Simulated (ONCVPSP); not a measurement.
# Transferability test, ONCV potential for vanadium (V)

ONCVPSP 4.0.1 input, shortened (lines: element, Z, core and valence counts, functional; n l f; lmax; l rc ep ncon nbas qcut; lloc lpopt rc5 dvloc0; l nproj debl; icmod fcfact rcfact), LDA (Perdew-Zunger), scalar-relativistic:

```
  V 23.00    5    2        3      upf
    1    0    2.00
    2    0    2.00
    2    1    6.00
    3    0    2.00
    3    1    6.00
    3    2    3.00
    4    0    2.00
    2
    0    2.80    0.00    4    7    2.00
    1    2.80    0.12    4    8    3.40
    2    2.35    0.00    3    7    8.00
    4    5    1.65    6.00
    0    2    3.20
    1    1    0.90
    2    2    0.80
    1    0.70    0.00
```

In the p channel the program set the typed energies aside and used 0.050 Ha.

Energies are relative to the spin-unpolarised reference configuration 3d3 4s2; without spin polarisation the order of configurations can differ from experiment.

```tsv
valence configuration	charge	ΔE all-electron (eV)	error AE − PS (meV)
3d3 4s0	+2	22.486	-25
3d4 4s1	0	0.541	-15
```

Question: What are ΔE and the potential's error for 3d2 4s0?

Answer: ΔE = 51.645 eV all-electron; the error (AE − PS) is -171 meV.

Question: What are ΔE and the potential's error for 3d3 4s1?

Answer: ΔE = 7.941 eV all-electron; the error (AE − PS) is -2.7 meV.

Levels in the configuration 3d4 4s1:

```
level  all-electron (eV)  pseudo (eV)
   3d             -2.627       -2.606
   4s             -4.048       -4.054
```

Note: no bound ghost flagged; GHOST(+) flagged for s at 128.4 eV.
